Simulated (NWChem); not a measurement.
How basis sets differ on RbI (SMILES [Rb][I])

RbI has 2 atoms, charge 0, and is taken as a singlet. SMILES: `[Rb][I]`. Geometry: the measured bond length.

```jsonl
{"atom": "Rb", "x (Å)": "0.0000", "y (Å)": "0.0000", "z (Å)": "0.0000"}
{"atom": "I", "x (Å)": "0.0000", "y (Å)": "0.0000", "z (Å)": "3.1769"}
```

Quantity: the vertical ionisation energy (to the doublet cation), in eV. The values are calculated.

```
                           level  kind  program  value (eV)  CPU time (all runs)
 BP86/def2-TZVP (core potential)   GGA   NWChem        7.73                 59 s
BP86/def2-TZVPP (core potential)   GGA   NWChem        7.73                 63 s
  BP86/def2-SVP (core potential)   GGA   NWChem        7.74                 28 s
 BP86/def2-QZVP (core potential)   GGA   NWChem        7.74              4.3 min
BP86/def2-QZVPP (core potential)   GGA   NWChem        7.74              5.2 min
```

Spin-orbit coupling, which can split open shells on such heavy atoms by tenths of an eV, is left out. The values span 7.73 to 7.74 eV. Times are those of the runs behind each value, whatever else they computed, on shared processors of several kinds: orders of magnitude only.
